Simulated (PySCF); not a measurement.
C4H6ClF.

```xyz
12

F     -0.6134     0.7638     1.3929
C     -0.6547    -0.0961     0.3188
C      0.6553    -0.7919     0.0988
Cl     1.9303     0.3234    -0.5353
C     -1.9554    -0.8254     0.0977
C     -1.5344     0.3088    -0.8243
H      1.0310    -1.2080     1.0536
H      0.5412    -1.6125    -0.6338
H     -1.9322    -1.8615    -0.2751
H     -2.7480    -0.6126     0.8311
H     -1.1975     0.0790    -1.8471
H     -2.0544     1.2715    -0.7099
```
Charge 0, spin multiplicity 1.

Coordinates come from a PBE-D3(BJ)/def2-SVP optimisation. One conformer was computed; it need not be the lowest.

Calculation: PBE/pcSseg-1 (PySCF). Non-relativistic, no solvent.

**Question.** Give the absolute GIAO shielding of each atom: isotropic value and principal components (ppm). (The exact figures need the calculation; the answer reports its results.)

**Answer.** 
```json
[
 {"atom": "F1", "σ(iso)": "359.6", "σ11": "283.8", "σ22": "363.1", "σ33": "432.1", "span": "148.3"},
 {"atom": "C2", "σ(iso)": "95.7", "σ11": "53.4", "σ22": "66.3", "σ33": "167.3", "span": "113.9"},
 {"atom": "C3", "σ(iso)": "118.1", "σ11": "84.4", "σ22": "125.4", "σ33": "144.6", "span": "60.2"},
 {"atom": "Cl4", "σ(iso)": "814.6", "σ11": "609.0", "σ22": "750.0", "σ33": "1084.8", "span": "475.8"},
 {"atom": "C5", "σ(iso)": "160.2", "σ11": "130.8", "σ22": "163.1", "σ33": "186.7", "span": "55.9"},
 {"atom": "C6", "σ(iso)": "163.2", "σ11": "132.4", "σ22": "163.7", "σ33": "193.4", "span": "61.1"},
 {"atom": "H7", "σ(iso)": "26.5", "σ11": "20.4", "σ22": "27.0", "σ33": "32.2", "span": "11.8"},
 {"atom": "H8", "σ(iso)": "28.0", "σ11": "21.7", "σ22": "29.5", "σ33": "32.8", "span": "11.1"},
 {"atom": "H9", "σ(iso)": "30.3", "σ11": "25.1", "σ22": "27.8", "σ33": "37.8", "span": "12.7"},
 {"atom": "H10", "σ(iso)": "29.8", "σ11": "25.0", "σ22": "26.8", "σ33": "37.4", "span": "12.4"},
 {"atom": "H11", "σ(iso)": "30.1", "σ11": "25.4", "σ22": "27.6", "σ33": "37.3", "span": "11.9"},
 {"atom": "H12", "σ(iso)": "29.8", "σ11": "25.4", "σ22": "26.8", "σ33": "37.2", "span": "11.8"}
]
```
